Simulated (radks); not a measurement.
The numbers below are computed, except where a source is named.
Exchange energies: the exact (Fock) value of the Kohn-Sham orbitals and density-functional approximations, as 100 (|E| - |E exact|)/|E exact|, negative where the magnitude is too small. Species: Ir4+ [Xe] 4f14 5d5; Cu17+ [Ne] 3s2; Sr+ [Kr] 5s1; Ca+ [Ar] 4s1. Code: a radial shooting solver on a logarithmic mesh with Libxc functionals. Model: non-relativistic Kohn-Sham, LDA (Slater exchange, Perdew-Wang correlation), spin-polarised, spherical densities, point nucleus. Every spin shell is full or empty, so the densities are truly spherical. Functionals are evaluated on that one density, not self-consistently.

functional           Ir4+     Cu17+       Sr+       Ca+
exact (hartree)  -322.571  -47.7052  -101.705  -35.0260
LDA                 -3.83     -7.79     -5.42     -7.36
PBEsol              -1.78     -3.44     -2.48     -3.26
RPBE                -0.17     -0.02     -0.17     -0.03
PW91                +0.09     -0.15     +0.02     -0.07
OPTX                +1.91     +0.13     +0.93     +0.16
APBE                +0.30     +0.54     +0.41     +0.57
SCAN                +0.10     +0.18     +0.24     +0.29
r2SCAN              -0.14     -0.14     -0.04     0.00
MS2                 -0.62     -0.04     -0.46     0.00
MVS                 +0.11     -0.45     +0.03     -0.20
